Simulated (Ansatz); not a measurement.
Cartesian coordinates in Å:
```
O -0.062 -1.217 1.184
C -0.483 -0.407 0.160
S 0.385 -0.651 -1.555
Si 0.538 1.022 -0.366
F -0.167 2.377 -0.808
H -0.445 -2.094 1.081
H -1.559 -0.401 -0.014
H 1.793 1.371 0.318
```

Total charge 0; spin multiplicity 1.

**Question.** List the ωB97M-V/def2-TZVPP orbital energies in eV (Ansatz). (Best estimate.)

**Answer.** The calculation gave: Occupied: -2426.66, -1808.49, -677.88, -526.98, -283.91, -220.63, -163.73, -163.66, -163.57, -149.44, -103.58, -103.56, -103.51, -36.43, -32.45, -24.58, -20.37, -18.25, -17.77, -15.81, -15.74, -15.42, -14.66, -13.92, -12.28, -10.62, -9.99, -9.72. Lowest empty: 1.75, 1.87, 2.07, 2.82, 3.40, 3.85, 4.43, 5.64.
